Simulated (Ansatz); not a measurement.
`NCC[SiH2]F` + H₂ → `C[SiH2]F` + CH₃NH₂ at 500 K and 1 bar (hydrogenolysis of a C–C bond).

Isolated molecules relaxed with PBE0-D4/def2-TZVP in Ansatz; ΔE leaves out vibrations. CBS: MP2 limit from def2 TZ/QZ plus the TZ coupled-cluster correction, frozen cores. This one scheme is used for every species. Each species was taken in one conformer, which may not be the lowest.

```tsv
species	CCSD(T)/CBS energy (Eh)	H − E (kJ/mol)	S (J/(mol·K))
`NCC[SiH2]F`	-524.55755	320.1	418.6
H₂	-1.17544	41.0	145.5
`C[SiH2]F`	-430.00374	180.6	331.4
CH₃NH₂	-95.75281	191.8	270.3
```

H − E and S are ideal-gas, rigid-rotor, harmonic terms from PBE0-D4/def2-TZVP, for one conformer and one mirror image of each species. The MP2-based limit puts H₂ 0.8 mEh under its directly extrapolated value; such offsets cancel only in part. 1 Eh = 2625.50 kJ/mol, R = 8.31446 J/(mol·K).

Q: By hand: ΔE, ΔH, ΔS and ΔG.

A: ΔE = (-430.00374) + (-95.75281) − (-524.55755) − (-1.17544) = -0.02356 Eh = -61.9 kJ/mol. Δ(H − E) = 180.6 + 191.8 − 320.1 − 41.0 = 11.3, so ΔH = -50.6 kJ/mol. ΔS = 331.4 + 270.3 − 418.6 − 145.5 = 37.6 J/(mol·K). ΔG = -50.6 − 500 × (37.6)/1000 = -69.4 kJ/mol.

Q: By hand: the equilibrium constant, and the temperature at which ΔG would vanish if ΔH and ΔS stayed fixed.

A: log₁₀ K = −ΔG/(RT ln 10) = 7.3. ΔH and −TΔS have one sign here, so there is no such temperature.

TΔS isn't small against ΔH here. A doubt of 5 kJ/mol in ΔE shifts log₁₀ K by 0.5 here. Other conformers and mirror images would add mixing entropy, several J/(mol·K) or more a flexible species. These are equilibria of isolated gas molecules and say nothing of rates. Largest T1 diagnostic: 0.010 (customary marks: 0.02 for closed shells, 0.045 for open ones).
